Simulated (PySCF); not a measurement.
Two species compared at the same levels of theory.

First species: C6H11F3Si.
InChI=1S/C6H11F3Si/c1-2-5-3-10(9,4-5)6(7)8/h5-6H,2-4H2,1H3/t5-,10+

Second species: C4H8F3NSi2.
Geometry (GFN2-xTB, Å), atoms numbered from 1 in this order:
```xyz
18
C4H8F3NSi2 angstrom
C     -0.765   -1.969    0.119
Si    -0.575   -0.137   -0.378
Si    -1.516    1.473    1.023
C     -1.276   -0.048   -2.118
N     -1.754    0.026   -3.157
C      1.297    0.151   -0.771
C      2.062    0.388    0.489
F      3.390    0.485    0.305
F      1.691    1.527    1.110
F      1.887   -0.591    1.399
H     -0.248   -2.180    1.051
H     -1.813   -2.221    0.258
H     -0.368   -2.640   -0.640
H     -1.128    2.824    0.619
H     -1.103    1.244    2.407
H     -2.975    1.360    0.953
H      1.742   -0.709   -1.271
H      1.444    1.021   -1.409
```

Levels: PBE0/pcSseg-1 for dipole moment, HOMO energy, LUMO energy and HOMO–LUMO gap; GFN2-xTB for rotational constant A and rotational constant C. Geometries: GFN2-xTB. All species are isolated and taken at one optimised geometry, non-relativistic unless stated; the electronic structure was computed with PySCF and density fitting.

The conformers computed, where there is a choice (atom-mapped SMILES and torsion angles):
- `[CH3:1][CH2:2][C@H:3]1[CH2:4][Si@:5]([F:6])([CH:7]([F:8])[F:9])[CH2:10]1`: C1–C2–C3–C4 177°, C4–Si5–C7–F8 -70°
- `[CH3:1][Si@:2]([SiH3:3])([C:4]#[N:5])[CH2:6][C:7]([F:8])([F:9])[F:10]`: C1–Si2–C6–C7 -82°, Si2–C6–C7–F8 175°

(1) Which has the higher rotational constant A?

(2) Which of the two has the higher dipole moment, and by how much?

(3) Which of the two has the higher LUMO energy, and by how much?

(4) Which of the two has the higher HOMO energy, and by how much?

(5) Which of the two has the higher rotational constant C, and by how much?

(6) Which has the higher HOMO–LUMO gap?

## Answers

(1) The first: 2.049 GHz against 1.239 GHz, a difference of 0.810 GHz.

(2) The second: 2.19 D against 2.00 D, a difference of 0.19 D.

(3) The first: 0.48 eV against -0.82 eV, a difference of 1.30 eV.

(4) The first: -8.07 eV against -9.00 eV, a difference of 0.93 eV.

(5) The second: 0.559 GHz against 0.530 GHz, a difference of 0.029 GHz.

(6) The first: 8.55 eV against 8.18 eV, a difference of 0.37 eV.

On the first: A dipole of 2.00 D is allowed in C1, and pure rotational transitions are dipole-allowed. The dipole equals about 6.7 × 10⁻³⁰ C·m (1 D = 3.33564 × 10⁻³⁰ C·m).

On the second: A dipole of 2.19 D is allowed in C1, and pure rotational transitions are dipole-allowed. The dipole matches unit charges of opposite sign 0.46 Å apart (1 e·Å = 4.8032 D).
